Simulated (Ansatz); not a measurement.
The cluster TaSe2⁺. Charge 1, multiplicity 3. Geometry PBE-D4/def2-TZVP, that of the neutral doublet; atoms count from 1.

| atom | x (Å) | y (Å) | z (Å) |
| --- | --- | --- | --- |
| Ta1 | 1.2369 | 0.7418 | 0.0569 |
| Se2 | -0.0082 | -1.3805 | -0.0858 |
| Se3 | -1.2287 | 0.6388 | 0.0289 |

In the def2 sets Ta takes a core potential; there is no spin–orbit coupling. The charge 1 triplet is spin-contaminated (final ⟨S²⟩ up to 2.25, 2.00 for a pure state). The structure comes from a short search, and lower isomers may exist.

Q: Estimate the Mulliken populations from the PBE0/def2-TZVP orbitals of Ansatz.

A: 
```json
{"atom": "Ta1", "charge (e)": "0.90", "spin (α − β)": "2.63", "d electrons": "3.29"}
{"atom": "Se2", "charge (e)": "0.05", "spin (α − β)": "-0.31", "d electrons": "–"}
{"atom": "Se3", "charge (e)": "0.05", "spin (α − β)": "-0.31", "d electrons": "–"}
```
Mulliken values and Mayer orders depend strongly on the basis.

Q: Where does the spin sit?

A: Summed by element: Ta 2.63, Se -0.63, of 2 unpaired in all. Largest on single atoms: Ta1 2.63, Se2 -0.31, Se3 -0.31.

Q: And the Mayer bond orders between bonded heavy atoms (over 0.3)?

A: Ta1–Se2 1.47 (2.46 Å); Ta1–Se3 1.47 (2.47 Å); Se2–Se3 1.08 (2.36 Å).
